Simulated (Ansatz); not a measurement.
Reaction (substitution at a C–Si bond): `O[SiH2]C[TeH]` + HI → `[TeH]CI` + `O[SiH3]`

Computed with Ansatz on PBE0-D4/def2-TZVP structures; ΔE is electronic, products minus reactants. CCSD(T)/CBS adds triple-zeta CCSD(T) − MP2 to the extrapolated MP2 energy (def2 sets, frozen cores). Functionals use def2-TZVPP. Elements past krypton have def2 core potentials. For I, Te outer-core shells are correlated without core-valence functions, which leaves a few kJ/mol of doubt a bond. One conformer a species, not always the lowest.

Question: Is it downhill or uphill in electronic energy at CCSD(T)/CBS, and by how much? (Best estimate.)

Answer: Ansatz gave: Uphill: ΔE = +15.9 kcal/mol.

Question: What do these levels give: PBE-D4, PBE0-D4, HF/def2-TZVPP, MP2/def2-TZVPP, CCSD/def2-TZVPP, MP2/def2-QZVPP? (Best estimate.)

Answer: The calculation gave: PBE-D4 16.5, PBE0-D4 17.5, HF/def2-TZVPP 15.5, MP2/def2-TZVPP 15.8, CCSD/def2-TZVPP 17.0, MP2/def2-QZVPP 15.2 kcal/mol.

Largest T1 diagnostic among the species: 0.011.

The D4 term adds +1.1 kcal/mol with B3LYP and +0.7 kcal/mol with PBE0; it sums over pairs of atoms, weighted by their polarisabilities, and B3LYP, whose exchange is more repulsive, gets the larger term. From PBE to PBE0 (25 % exact exchange), in def2-TZVPP and without D4, ΔE moves by +1.1 kcal/mol.

B3LYP here is the variant with VWN-RPA as its local correlation; programs differ in this.
